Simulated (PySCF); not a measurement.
Geometry (Å), atoms numbered from 1 in this order:
```xyz
5

B     0.3659    0.0060    0.0329
Br    2.4887    0.1441    0.0621
H     0.0142   -0.1730    1.2005
H    -0.0446    1.0749   -0.4230
H     0.0902   -0.9513   -0.6928
```

Total charge -1.

Geometry: PBE0-D3(BJ)/def2-SVP; GIAO shifts from PySCF 2.14.0 with density-fitted response routines, gas phase, non-relativistic, averaged over equivalent atoms.

At PBE0/pcSseg-1 (73 basis functions, 3.3 s wall time on 1 thread of an x86-64 server CPU, shared host):
| atoms | δ (ppm) |
| --- | --- |
| B1 | -21.4 |
| Br2 | -445.9 |
| H3/H4/H5 | 2.44 |

δ = σ(ref) − σ, references computed at the same level: BF3·OEt2 for ¹¹B (σref 100.73); ⁷⁹Br (σref 2584.45) against HBr; ¹H (σref 31.27) vs TMS.

Question: Estimate the result of repeating the calculation with mPW1PW91/pcSseg-2.

Answer: 
```csv
atoms,δ at mPW1PW91/pcSseg-2,change
B1,-20.1,+1.3
Br2,-409.9,+36.0
H3/H4/H5,2.46,+0.02
```

δ = σ(ref) − σ, references computed at the same level: BF3·OEt2 for ¹¹B (σref 99.12); HBr for ⁷⁹Br (σref 2582.97); TMS for ¹H (σref 31.29).

The largest change is at Br2 (bromine bonded to B). Cost: 141 basis functions, 5.5 s wall time on 1 thread of an x86-64 server CPU, shared host.

Relativistic effects, spin–orbit coupling among them, are left out; they matter for Br and for the light atoms bonded to it.
